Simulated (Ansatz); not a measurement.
A nudged elastic band was laid between two geometries of C₂H₆S₂Si (11 atoms, charge 0, multiplicity 1).

Theory: RKS PBE0-D4/def2-SVP (Ansatz 0.2.0).

```
movable images  : 5
climbing image  : yes
spring          : 5.0 eV/Å²
optimiser       : quadratic models (default)
start path      : through a guess of the saddle point
force threshold : 0.05 eV/Å
iteration limit : 60
end points      : relaxed
```

Image 0:

```xyz
11
Properties=species:S:1:pos:R:3
C -0.684 1.331 0.977
Si 0.744 0.320 0.318
C 0.048 -1.160 -0.672
S -1.126 -2.072 0.008
S 0.762 -1.415 -2.227
H -1.251 1.785 0.151
H -0.325 2.134 1.638
H -1.360 0.675 1.545
H 1.573 -0.260 1.416
H 1.632 1.128 -0.576
H 0.052 -2.524 -2.558
```

Image 6:

```xyz
11
Properties=species:S:1:pos:R:3
C -0.712 1.362 0.713
Si 0.763 0.214 0.542
C 0.442 -1.193 -0.712
S 1.637 -2.272 -0.983
S -1.122 -1.194 -1.461
H -0.958 1.842 -0.247
H -0.491 2.158 1.442
H -1.602 0.818 1.065
H 1.081 -0.446 1.842
H 1.962 0.951 0.049
H -0.934 -2.297 -2.230
```

(1) What changes between the two ends?

(2) Give the energies along the band, and the barrier.

(3) What is the geometry of the highest image?

## Answers

(1) No bond is made or broken. The dihedral C1–Si2–C3–S5 goes from 132 to -1°.

(2) The run converged. The highest image is number 3 of 0 to 6, 6.8 kJ/mol above the first end and 2.9 kJ/mol above the last; the last end lies 3.8 kJ/mol above the first. A vibrational analysis at the climbing image gives one clearly imaginary mode, 43i cm⁻¹: a first-order saddle point.

```json
{"image": "0", "path coordinate (Å)": "0.00", "energy (kJ/mol)": "0.0", "dihedral C1–Si2–C3–S5 (°)": "132"}
{"image": "1", "path coordinate (Å)": "0.87", "energy (kJ/mol)": "1.4", "dihedral C1–Si2–C3–S5 (°)": "107"}
{"image": "2", "path coordinate (Å)": "1.74", "energy (kJ/mol)": "4.7", "dihedral C1–Si2–C3–S5 (°)": "82"}
{"image": "3", "path coordinate (Å)": "2.62", "energy (kJ/mol)": "6.8", "dihedral C1–Si2–C3–S5 (°)": "57"}
{"image": "4", "path coordinate (Å)": "3.29", "energy (kJ/mol)": "5.8", "dihedral C1–Si2–C3–S5 (°)": "38"}
{"image": "5", "path coordinate (Å)": "3.95", "energy (kJ/mol)": "4.4", "dihedral C1–Si2–C3–S5 (°)": "19"}
{"image": "6", "path coordinate (Å)": "4.62", "energy (kJ/mol)": "3.8", "dihedral C1–Si2–C3–S5 (°)": "-1"}
```

(3) 
```xyz
11
Properties=species:S:1:pos:R:3
C -0.697 1.348 0.749
Si 0.788 0.226 0.513
C 0.291 -1.275 -0.562
S 0.479 -2.801 -0.011
S -0.363 -0.845 -2.114
H -1.077 1.704 -0.221
H -0.426 2.228 1.354
H -1.510 0.813 1.263
H 1.302 -0.304 1.804
H 1.877 0.957 -0.208
H -0.600 -2.109 -2.547
```

Time of the run: 2.8 min on 2 threads of Arm Neoverse V1, on a shared host, peak memory 0.27 GiB.
